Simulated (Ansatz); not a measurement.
`FC(Cl)C(F)(F)F` + difluoromethane → `FC(F)C(F)C(F)(F)F` + HCl at 700 K and 1 bar (formal exchange of groups at a C–Cl bond).

Gas-phase electronic energies from Ansatz, PBE0-D4/def2-TZVP geometries. CCSD(T)/CBS adds triple-zeta CCSD(T) − MP2 to the extrapolated MP2 energy (def2 sets, frozen cores). This one scheme is used for every species. One conformer a species, not always the lowest.

| species | CCSD(T)/CBS energy (Eh) | H − E (kJ/mol) | S (J/(mol·K)) |
| --- | --- | --- | --- |
| `FC(Cl)C(F)(F)F` | -935.64258 | 165.0 | 447.4 |
| `FCF` | -238.82660 | 120.2 | 293.9 |
| `FC(F)C(F)C(F)(F)F` | -714.10043 | 244.7 | 518.4 |
| HCl | -460.38127 | 38.4 | 211.8 |

H − E and S are ideal-gas, rigid-rotor, harmonic terms from PBE0-D4/def2-TZVP, for one conformer and one mirror image of each species. 1 Eh = 2625.50 kJ/mol, R = 8.31446 J/(mol·K).

Question: By hand: ΔE, ΔH, ΔS and ΔG.

Answer: ΔE = (-714.10043) + (-460.38127) − (-935.64258) − (-238.82660) = -0.01252 Eh = -32.9 kJ/mol. Δ(H − E) = 244.7 + 38.4 − 165.0 − 120.2 = -2.1, so ΔH = -35.0 kJ/mol. ΔS = 518.4 + 211.8 − 447.4 − 293.9 = -11.1 J/(mol·K). ΔG = -35.0 − 700 × (-11.1)/1000 = -27.2 kJ/mol.

Question: By hand: the equilibrium constant, and the temperature at which ΔG would vanish if ΔH and ΔS stayed fixed.

Answer: log₁₀ K = −ΔG/(RT ln 10) = 2.0. ΔG = 0 at ΔH/ΔS = 3153 K, far beyond where these terms or the molecules hold.

The number of gas molecules stays the same, so ΔS is small and ΔH decides. A doubt of 5 kJ/mol in ΔE shifts log₁₀ K by 0.4 here. Other conformers and mirror images would add mixing entropy, several J/(mol·K) or more a flexible species. Modes under 60 cm⁻¹, often nearly free rotors, make the harmonic entropy too high. These are equilibria of isolated gas molecules and say nothing of rates. Largest T1 diagnostic: 0.012 (customary marks: 0.02 for closed shells, 0.045 for open ones).
